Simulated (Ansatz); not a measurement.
Geometry optimisation, Ansatz 0.2.0, RKS B3LYP/def2-SVP.

input.yaml

```yaml
crystal:
  periodic: [false, false, false]
  atoms:
    - { symbol: Cl, position_ang: [1.2593, -3.0469, 0.9751] }
    - { symbol: C, position_ang: [1.581, -1.272, 0.8294] }
    - { symbol: Al, position_ang: [-0.0541, -0.2938, 0.1573] }
    - { symbol: "N", position_ang: [-1.2394, 0.054, -1.1826] }
    - { symbol: Ge, position_ang: [-1.0159, 1.7808, -0.5609] }
    - { symbol: H, position_ang: [1.8732, -0.8589, 1.8249] }
    - { symbol: H, position_ang: [2.4492, -1.1224, 0.1215] }
    - { symbol: H, position_ang: [-2.1929, -0.2537, -0.799] }
    - { symbol: H, position_ang: [-2.2645, 2.3283, 0.2508] }
    - { symbol: H, position_ang: [-1.00086, 0.21129, -2.18258] }
basis:
  gaussian: { orbitals: def2-SVP }
hamiltonian:
  xc: b3lyp
relax:
  f_tol: 0.02
  max_steps: 50
```

Run as:

```bash
$ ansatz run input.yaml --threads 2 --pin off --max-ram 3072MiB --backend cpu --events-out ev --progress --plain --runs-dir out
```

Where does it end, and by what steps?

The forces met the threshold. After 18 steps the energy has fallen by 2.274 eV; Cl1 moved furthest, 1.60 Å.

```csv
step,energy less start (eV),largest force component (eV/Å),accepted
0,0.0000,5.101,yes
1,-1.3989,2.527,yes
2,-1.9297,0.901,yes
3,-2.0611,0.324,yes
4,-2.1238,0.303,yes
5,-2.1409,0.305,yes
6,-2.1713,0.249,yes
7,-2.1932,0.331,yes
8,-2.2117,0.377,yes
9,-2.2300,0.338,yes
10,-2.2505,0.300,yes
11,-2.2596,0.341,yes
12,-2.2576,0.333,no
13,-2.2696,0.117,yes
14,-2.2719,0.091,yes
15,-2.2720,0.128,yes
16,-2.2738,0.033,yes
17,-2.2742,0.022,yes
18,-2.2743,0.010,yes
```

```xyz
10
Properties=species:S:1:pos:R:3
Cl 0.115 -2.074 1.513
C 1.460 -1.091 0.709
Al 0.297 0.436 0.201
N -0.891 0.103 -1.283
Ge -1.423 2.059 -0.356
H 2.229 -0.929 1.476
H 1.874 -1.716 -0.095
H -1.615 -0.617 -1.282
H -2.068 1.120 0.798
H -0.583 0.236 -2.247
```

Whether the end is a true minimum wasn't checked by a vibrational analysis.

The run took 93 s on 2 threads of Arm Neoverse V1, with other jobs on the host, peak memory 0.32 GiB.
